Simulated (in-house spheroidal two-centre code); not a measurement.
Computed with a spheroidal two-centre code. Model: one electron and two fixed point charges, non-relativistic, separated in prolate spheroidal coordinates (energies exact to about nine digits).

With r1 and r2 the distances to the charges and R their separation, ξ = (r1 + r2)/R and η = (r1 − r2)/R; m is the angular momentum about the axis. The force apart is −d(total energy)/dR, and minima and barriers are those of the total energy. The separation constant A is the eigenvalue of −d/dη(1−η²)d/dη + m²/(1−η²) − p²η² − R(Z2−Z1)η, with p² = −E R²/2 and E the electronic energy.

Command:
```bash
python run_two.py task.json out
```
Settings:
```
Z1                     1
Z2                     1.5
xi_nodes               2
eta_nodes              0
m                      1
```

Cost of the run: 1.2 s on 1 thread of Intel(R) Xeon(R) Processor @ 2.30GHz, with other jobs on the host.

**Energy curve, total energy includes the repulsion of the charges.**

Given: first charge 1; second charge 1.5; united atom label 4p pi; nodes in ξ 2; nodes in η 0.

Computed: united atom energy -0.19531 hartree.

```tsv
distance (bohr)	electronic energy (hartree)	total energy (hartree)	kinetic energy (hartree)	force apart (hartree/bohr)
0.429	-0.193683472	3.30282002	0.19069	8.1434
0.77	-0.190760221	1.75729173	0.18321	2.5201
1.38	-0.18418688	0.902769642	0.16867	0.7764
2.48	-0.172198568	0.432640141	0.14677	0.23363
4.46	-0.154719294	0.181603576	0.12126	0.067907
8	-0.13424638	0.0532536198	0.098974	0.019028
12	-0.120519168	0.00448083182	0.088572	0.0077544
16	-0.111820651	-0.0180706507	0.083358	0.0040804
20	?	?	?	?
24	-0.101322647	-0.0388226469	0.078001	0.0016324
28	-0.0978763624	-0.0443049338	0.076479	0.0011491
32	-0.0951285497	-0.0482535497	0.075363	0.00084718
36	-0.0928835641	-0.0512168974	0.074522	0.00064735
40	-0.0910135227	-0.0535135227	0.073871	0.00050895
44	?	?	?	?
48	-0.0880739409	-0.0568239409	0.072949	0.00033593
66.4	-0.0837042151	-0.0611138537	0.071817	0.00016119
91.9	-0.0802993688	-0.0639772795	0.071147	7.8017e-05
127	-0.0777096205	-0.0658985969	0.070768	3.834e-05
176	-0.0757429402	-0.0672202129	0.070556	1.8954e-05
```

Task: What belongs in the row 20?

Result: electronic energy (hartree): -0.105784852; total energy (hartree): -0.0307848516; kinetic energy (hartree): 0.080154; force apart (hartree/bohr): 0.0024685.

Task: What belongs in the row 44?

Result: electronic energy (hartree): -0.0894309755; total energy (hartree): -0.0553400664; kinetic energy (hartree): 0.073359; force apart (hartree/bohr): 0.00040952.

**Where the electron sits, z along the axis from the midpoint, the separation constant A tends to l(l+1) at zero distance; at short distance the term in R(Z2−Z1)η can raise or lower it, and at long distance it falls (p² = -ER²/2).**

```json
{"distance (bohr)": "0.575", "mean z squared (bohr²)": "19.852", "mean squared distance from axis (bohr²)": "79.007", "separation constant": "1.9895", "mean z towards second charge (bohr)": "0.2691"}
{"distance (bohr)": "1.03", "mean z squared (bohr²)": "?", "mean squared distance from axis (bohr²)": "?", "separation constant": "?", "mean z towards second charge (bohr)": "?"}
{"distance (bohr)": "1.85", "mean z squared (bohr²)": "23.921", "mean squared distance from axis (bohr²)": "90.963", "separation constant": "1.8944", "mean z towards second charge (bohr)": "0.95199"}
{"distance (bohr)": "3.33", "mean z squared (bohr²)": "31.057", "mean squared distance from axis (bohr²)": "106.18", "separation constant": "1.6651", "mean z towards second charge (bohr)": "1.9418"}
{"distance (bohr)": "5.97", "mean z squared (bohr²)": "50.765", "mean squared distance from axis (bohr²)": "127.83", "separation constant": "0.91476", "mean z towards second charge (bohr)": "4.2247"}
{"distance (bohr)": "10", "mean z squared (bohr²)": "101.3", "mean squared distance from axis (bohr²)": "142.65", "separation constant": "-1.2532", "mean z towards second charge (bohr)": "8.2561"}
{"distance (bohr)": "14", "mean z squared (bohr²)": "168.18", "mean squared distance from axis (bohr²)": "144.73", "separation constant": "-4.7816", "mean z towards second charge (bohr)": "11.748"}
{"distance (bohr)": "18", "mean z squared (bohr²)": "243.07", "mean squared distance from axis (bohr²)": "143.79", "separation constant": "-9.6545", "mean z towards second charge (bohr)": "14.637"}
{"distance (bohr)": "22", "mean z squared (bohr²)": "324.13", "mean squared distance from axis (bohr²)": "142.44", "separation constant": "-15.803", "mean z towards second charge (bohr)": "17.193"}
{"distance (bohr)": "26", "mean z squared (bohr²)": "411.53", "mean squared distance from axis (bohr²)": "141.16", "separation constant": "-23.18", "mean z towards second charge (bohr)": "19.569"}
{"distance (bohr)": "30", "mean z squared (bohr²)": "505.61", "mean squared distance from axis (bohr²)": "140.03", "separation constant": "-31.756", "mean z towards second charge (bohr)": "21.836"}
{"distance (bohr)": "34", "mean z squared (bohr²)": "606.67", "mean squared distance from axis (bohr²)": "139.05", "separation constant": "-41.511", "mean z towards second charge (bohr)": "24.035"}
{"distance (bohr)": "38", "mean z squared (bohr²)": "714.94", "mean squared distance from axis (bohr²)": "138.2", "separation constant": "-52.431", "mean z towards second charge (bohr)": "26.186"}
{"distance (bohr)": "42", "mean z squared (bohr²)": "?", "mean squared distance from axis (bohr²)": "?", "separation constant": "?", "mean z towards second charge (bohr)": "?"}
{"distance (bohr)": "46", "mean z squared (bohr²)": "953.7", "mean squared distance from axis (bohr²)": "136.8", "separation constant": "-77.736", "mean z towards second charge (bohr)": "30.399"}
{"distance (bohr)": "56.5", "mean z squared (bohr²)": "1313.2", "mean squared distance from axis (bohr²)": "135.43", "separation constant": "-117.9", "mean z towards second charge (bohr)": "35.822"}
{"distance (bohr)": "78.1", "mean z squared (bohr²)": "2221.2", "mean squared distance from axis (bohr²)": "133.59", "separation constant": "-225.12", "mean z towards second charge (bohr)": "46.805"}
{"distance (bohr)": "108", "mean z squared (bohr²)": "3858", "mean squared distance from axis (bohr²)": "132.14", "separation constant": "-427.91", "mean z towards second charge (bohr)": "61.863"}
{"distance (bohr)": "150", "mean z squared (bohr²)": "6907.9", "mean squared distance from axis (bohr²)": "131.01", "separation constant": "-819.14", "mean z towards second charge (bohr)": "82.926"}
```

Task: What belongs in the row 1.03?

Result: mean z squared (bohr²): 21.02; mean squared distance from axis (bohr²): 82.739; separation constant: 1.9666; mean z towards second charge (bohr): 0.49642.

Task: What belongs in the row 42?

Result: mean z squared (bohr²): 830.57; mean squared distance from axis (bohr²): 137.45; separation constant: -64.509; mean z towards second charge (bohr): 28.305.
